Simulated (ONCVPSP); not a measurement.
**What one change does to a pseudopotential (Ni (Z = 28), ONCV)**

ONCVPSP 4.0.1 input, shortened (lines: element, Z, core and valence counts, functional; n l f; lmax; l rc ep ncon nbas qcut; lloc lpopt rc5 dvloc0; l nproj debl; icmod fcfact rcfact), LDA (Perdew-Zunger), fully relativistic:

```
  Ni 28.00    3    3        3      upf
    1    0    2.00
    2    0    2.00
    2    1    6.00
    3    0    2.00
    3    1    6.00
    3    2    8.00
    2
    0    1.05    0.00    3    7    9.70
    1    1.15    0.00    4    7   10.80
    2    0.90    0.00    3    7   18.00
    4    5    0.70    3.00
    0    3    1.50
    1    2    0.50
    2    2    3.90
    0    0.00    0.00
```

Open shells are filled in proportion to 2j + 1.

In the s channel the program set the typed energies aside and used -4.786, 0.250, 1.750 Ha. In the p channel the program set the typed energies aside and used -3.319, 0.250 Ha (j = l + 1/2; the other j can differ).

All-electron outer shells of the reference configuration (LDA (Perdew-Zunger), scalar-relativistic, ld1.x):

```json
{"shell": "3s", "level (eV)": "-130.27", "outermost node (bohr)": "0.30", "outermost maximum (bohr)": "0.64"}
{"shell": "3p", "level (eV)": "-91.05", "outermost node (bohr)": "0.27", "outermost maximum (bohr)": "0.65"}
{"shell": "3d", "level (eV)": "-28.71", "outermost node (bohr)": "–", "outermost maximum (bohr)": "0.63"}
```

Change: d: qcut 26.1.

Cutoffs: the cutoffs (Ha) at which the residual kinetic energy of the hardest occupied pseudo-wave falls to 1 and 0.1 mHa per electron; they do not see the model core or the augmentation charge, which bear on the density cutoff. Errors are all-electron minus pseudo energies relative to the spin-unpolarised reference configuration.

Q: Predict the effect on cutoff, ghosts and configuration errors.

A: The potential gets harder (116 Ha and 132 Ha → 147 Ha and 173 Ha); of the 4 tests that both files solve, the error grows in 0 and shrinks in 1 by more than 15 % and 0.3 meV (median size 1.6 → 1.6 meV); neither file shows a bound ghost. The waves are optimised to have the least kinetic energy above qcut, so the cutoff follows it (qcut²/2 in Ha).

```csv
quantity,base,changed
"cutoff, loose",116 Ha,147 Ha
"cutoff, tight",132 Ha,173 Ha
loose cutoff by channel,"s 38 Ha, p 42 Ha, d 116 Ha","s 38 Ha, p 42 Ha, d 147 Ha"
bound ghosts,none,none
GHOST(+) flags under 300 eV,none,none
"error for 3s2 3p6 3d8 4s2, meV [ΔE -27.26 eV]",+2.3,+2.1
"error for 3s2 3p6 3d8 4s1, meV [ΔE -17.66 eV]",+0.7,+0.6
"error for 3s2 3p6 3d7, meV [ΔE 37.80 eV]",+5.3,+4.2
"error for 3s2 3p6 3d9 4s1, meV [ΔE -28.89 eV]",-1.0,-1.1
s: phases at 1.06 bohr within 0.05 rad from the reference energy up to (Ha; the scan ends near 5),to the end of the scan,to the end of the scan
p3/2: phases at 1.17 bohr within 0.05 rad from the reference energy up to (Ha; the scan ends near 5),to the end of the scan,to the end of the scan
p1/2: phases at 1.17 bohr within 0.05 rad from the reference energy up to (Ha; the scan ends near 5),to the end of the scan,to the end of the scan
d5/2: phases at 0.92 bohr within 0.05 rad from the reference energy up to (Ha; the scan ends near 5),to the end of the scan,to the end of the scan
d3/2: phases at 0.92 bohr within 0.05 rad from the reference energy up to (Ha; the scan ends near 5),to the end of the scan,to the end of the scan
```
